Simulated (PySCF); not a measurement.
# Core-level binding energies of `C=CC[C@H]1CBCC1`

C7H13B.
Cartesian coordinates in Å at the PBE0-D3(BJ)/def2-SVP level; atoms count from 1:
```xyz
21
C7H13B angstrom
C      3.4253    0.5124    0.7369
C      2.5270    0.0909   -0.1543
C      1.2798   -0.6668    0.1730
C     -0.0068    0.0938   -0.1518
C     -0.2168    0.4538   -1.6332
B     -1.7689    0.5976   -1.7992
C     -2.4279    0.0415   -0.4895
C     -1.2814   -0.6646    0.2432
H      4.3142    1.0738    0.4365
H      3.3056    0.3065    1.8060
H      2.6889    0.3220   -1.2154
H      1.2863   -0.9404    1.2415
H      1.2685   -1.6166   -0.3959
H      0.0143    1.0413    0.4200
H      0.0210   -0.4315   -2.2681
H      0.4135    1.2688   -2.0201
H     -2.3479    1.0525   -2.7604
H     -2.7138    0.9690    0.0552
H     -3.3597   -0.5358   -0.5885
H     -1.4104   -0.7203    1.3364
H     -1.2016   -1.7072   -0.1165
```

Level of theory: delta-SCF UKS SCAN, pcX-2 on the ionised atom, pcseg-1 elsewhere, spin-free X2C (PySCF 2.14.0). These are vertical core ionisation energies against the vacuum level, from separate self-consistent calculations with and without the core hole.

Question: List the computed XPS lines with their assignment.

Answer: 
| atom(s) | environment | level | binding energy (eV) | above the level's lowest (eV) | count |
| --- | --- | --- | --- | --- | --- |
| C3 | allylic carbon | C 1s | 290.42 | +0.60 | 1 |
| C2 | alkene CH carbon | C 1s | 290.34 | +0.52 | 1 |
| C4 | sp3 CH carbon | C 1s | 290.26 | +0.44 | 1 |
| C8 | ring CH2 carbon | C 1s | 290.26 | +0.44 | 1 |
| C1 | terminal =CH2 carbon | C 1s | 289.95 | +0.13 | 1 |
| C7 | sp3 carbon bound to boron | C 1s | 289.92 | +0.10 | 1 |
| C5 | sp3 carbon bound to boron | C 1s | 289.82 | 0.00 | 1 |

The listed C 1s values span 0.60 eV, from C5 (bonded to C, 2 H and B) to C3 (bonded to 2 C and 2 H). Summing the Pauling electronegativity differences to the bonded atoms, each weighted by its formal bond order, gives -1.21 for the lowest site and -0.70 for the highest; the largest sum, -0.35, belongs to C2, 0.08 eV below the top. The values 289.92 and 289.95 eV; the values 290.26 and 290.26 eV lie too close for their order to be trusted.

Question: Which photon energy gives electrons from C 1s of C3 a kinetic energy of 50 eV, and what is their de Broglie wavelength?

Answer: hν = 290.42 + 50 = 340.42 eV, recoil neglected; λ = 12.264 Å/√(E/eV) = 1.73 Å.

Not every level is listed. No level of boron is listed. Geometry: PBE0-D3(BJ)/def2-SVP, one conformer, isolated molecule.
